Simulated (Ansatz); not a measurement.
AlCl2F, relaxed as a singlet with RKS r2SCAN-D4/def2-TZVP in Ansatz, starting from the GFN2-xTB geometry. Force threshold 0.02 eV/Å.

Start:

```xyz
4

Al   -0.011    0.026   -0.020
Cl    1.677    0.365    1.035
Cl   -1.142   -1.646   -0.013
F    -0.524    1.256   -1.001
```

```json
{"step": "1", "energy (eV)": "-34363.9050", "largest force component (eV/Å)": "1.354", "SCF passes": "16"}
{"step": "2", "energy (eV)": "-34363.9631", "largest force component (eV/Å)": "0.348", "SCF passes": "20"}
{"step": "3", "energy (eV)": "-34363.9676", "largest force component (eV/Å)": "0.154", "SCF passes": "21"}
{"step": "4", "energy (eV)": "-34363.9682", "largest force component (eV/Å)": "0.010", "SCF passes": "22"}
```

Force components are those of the run's own axes.

End:

```xyz
4

Al   -0.0291    0.0699   -0.0560
Cl    1.6894    0.3266    1.0631
Cl   -1.1239   -1.6814    0.0173
F    -0.5363    1.2849   -1.0244
```

By distances, no bond broke or formed. The bond that changes most is Al1–Cl3, from 2.02 to 2.07 Å (atoms count from 1).

No frequencies were taken in this run, so the end may be a saddle point.

Run time 4.7 s (4 threads of Arm Neoverse V1 on a shared host).
